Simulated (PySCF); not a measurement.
Method: core-valence-separated Tamm–Dancoff BHandHLYP/aug-pcX-1 (pcseg-1 on H, def2-SVPD on Si) in PySCF, non-relativistic, gas phase, PBE0-D3(BJ)/def2-SVP geometry. BHandHLYP without relativity tends to put these K edges a few eV too low, so spacings mean more than positions.

Main lines of an unknown, eV (oscillator strength): C K: 285.8 (0.019), 285.9 (0.016), 286.0 (0.046), 286.5 (0.015), 286.6 (0.013); O K: 532.5 (0.010), 533.8 (0.010), 534.1 (0.008), 534.1 (0.009), 534.4 (0.015). Listed: the first five lines at most of each edge with a tenth or more of its strongest line's intensity; roots within 0.03 eV on the same or equivalent atoms are summed. Only the lowest roots were sought, and the top ones are left out.

Problem. Which candidate gives them?
A. `O[SiH]1CCCC1`
B. `O[SiH2]CCC=C`
C. `[SiH3]OCC1CC1`
D. `CO[C@H]1CC[SiH2]1`

Solution. C. 

- `[SiH3]OCC1CC1`: C K: 285.8 (0.019), 285.9 (0.016), 286.0 (0.046), 286.5 (0.015), 286.6 (0.013); O K: 532.5 (0.010), 533.8 (0.010), 534.1 (0.008), 534.1 (0.009), 534.4 (0.015). First C line listed at 285.8 eV, hole on the three-membered-ring carbon; first O line listed at 532.5 eV, hole on the silyl ether oxygen.
- `CO[C@H]1CC[SiH2]1`: C K: 284.9 (0.011), 285.4 (0.022), 285.7 (0.025), 285.8 (0.012), 286.0 (0.011); O K: 533.6 (0.002), 533.9 (0.017), 534.2 (0.016), 534.4 (0.008), 535.0 (0.006). First C line listed at 284.9 eV, hole on the sp3 carbon bound to silicon; first O line listed at 533.6 eV, hole on the ether oxygen.
- `C=CCC[SiH2]O`: C K: 282.7 (0.054), 282.7 (0.068), 285.3 (0.011), 285.6 (0.009), 285.7 (0.009); O K: 531.7 (0.017), 533.7 (0.026), 534.1 (0.016), 534.5 (0.014). First C line listed at 282.7 eV, hole on the terminal =CH2 carbon (1s→π*); first O line listed at 531.7 eV, hole on the silanol oxygen.
- `O[SiH]1CCCC1`: C K: 285.0 (0.012), 285.1 (0.011), 285.4 (0.013), 285.5 (0.049), 285.5 (0.013); O K: 531.7 (0.018), 533.8 (0.020), 533.8 (0.014), 534.4 (0.013), 534.6 (0.004). First C line listed at 285.0 eV, hole on the sp3 carbon bound to silicon; first O line listed at 531.7 eV, hole on the silanol oxygen.

One conformer each; other structures than these candidates weren't tested.

The values belong to the conformer `[SiH3:1][O:2][CH2:3][CH:4]1[CH2:5][CH2:6]1`: Si1–O2–C3–C4 -179°, O2–C3–C4–C5 -81°.
